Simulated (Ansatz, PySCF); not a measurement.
Si(Br)2(OH)2 (Br₂H₂O₂Si), SMILES O[Si](O)(Br)Br. Atoms are numbered in the order given.

```xyz
7

O     -0.2209    -1.7574     1.1326
Si    -0.4538    -0.5087     0.0841
O     -1.8750    -0.5892    -0.7446
Br    -0.3903     1.3249     1.3305
Br     1.1317    -0.4973    -1.4668
H      0.0088    -2.6114     0.7432
H     -2.6754    -0.3640    -0.2525
```

Geometry: B3LYP-D3(BJ)/def2-SVP. This is a generated structure with no PubChem entry under its InChIKey; it may be hypothetical. Other conformers were not sampled.

Two levels are set side by side: PBE-D3(BJ)/def2-SVP (Ansatz, an electronic-structure program) and B3LYP-D3(BJ)/def2-SVP (Ansatz). Each level has its own optimised geometry; the coordinates shown are those of the second. Frequencies come from the Hessian of PySCF at each geometry. Differences are taken from unrounded values.

```csv
quantity,B3LYP-D3(BJ)
mean bond length (Å),1.610
bond O1–Si2 (Å),1.647
bond Si2–O3 (Å),1.647
bond Si2–Br4 (Å),2.218
bond Si2–Br5 (Å),2.218
bond O1–H6 (Å),0.966
bond O3–H7 (Å),0.966
highest harmonic wavenumber (cm⁻¹),3855
mean harmonic wavenumber (cm⁻¹),900
zero-point energy (kcal/mol),19.29
```

**Question.** What does PBE-D3(BJ) give, and how far is it from B3LYP-D3(BJ)? (Estimate from the structure and the level; the computed values follow.)

**Answer.** 
```csv
quantity,PBE-D3(BJ),PBE-D3(BJ) minus B3LYP-D3(BJ)
mean bond length (Å),1.620,0.009
bond O1–Si2 (Å),1.662,0.015
bond Si2–O3 (Å),1.662,0.015
bond Si2–Br4 (Å),2.222,0.004
bond Si2–Br5 (Å),2.222,0.004
bond O1–H6 (Å),0.975,0.009
bond O3–H7 (Å),0.975,0.009
highest harmonic wavenumber (cm⁻¹),3742,-113
mean harmonic wavenumber (cm⁻¹),877,-22
zero-point energy (kcal/mol),18.81,-0.48
```

GGA bonds tend to be longer and softer than those of functionals with exact exchange. Differences between two approximate levels are no errors against the true value.
